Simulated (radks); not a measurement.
Results of a calculation; reference values are marked as such.
Charge is removed step by step from the 4f up level of the cerium ion Ce2+, starting from [Xe] 4f(up 2, down 0). Code: a radial shooting solver on a logarithmic mesh with Libxc functionals. Model: scalar-relativistic Kohn-Sham, PBEsol, spin-polarised, spherical densities, finite nucleus; Fermi nuclear charge, rms radius 4.8771 fm.

[
 {"removed (e)": "0", "E - E(0) (eV)": "0.000", "eigenvalue (eV)": "-13.449", "E minus straight line (eV)": "0.000"},
 {"removed (e)": "0.25", "E - E(0) (eV)": "3.815", "eigenvalue (eV)": "-17.036", "E minus straight line (eV)": "-1.439"},
 {"removed (e)": "0.5", "E - E(0) (eV)": "8.555", "eigenvalue (eV)": "-20.843", "E minus straight line (eV)": "-1.951"},
 {"removed (e)": "0.75", "E - E(0) (eV)": "14.272", "eigenvalue (eV)": "-24.844", "E minus straight line (eV)": "-1.487"},
 {"removed (e)": "1", "E - E(0) (eV)": "21.013", "eigenvalue (eV)": "-29.021", "E minus straight line (eV)": "0.000"}
]

Removing the whole electron costs 21.013 eV by Delta-SCF, against 13.449 eV from minus the eigenvalue at the starting occupation. Slater's transition state (half an electron removed) gives 20.843 eV. Integrating minus the eigenvalue over the occupation (Janak's theorem) gives 20.973 eV. In this scalar-relativistic scheme the density is built from large components alone, so the theorem holds only approximately. The mean slope of the eigenvalue, de/dn, is 15.6 eV per electron. Ionisation energy of Ce2+ in the NIST Atomic Spectra Database: 20.197 eV (semi-empirical).
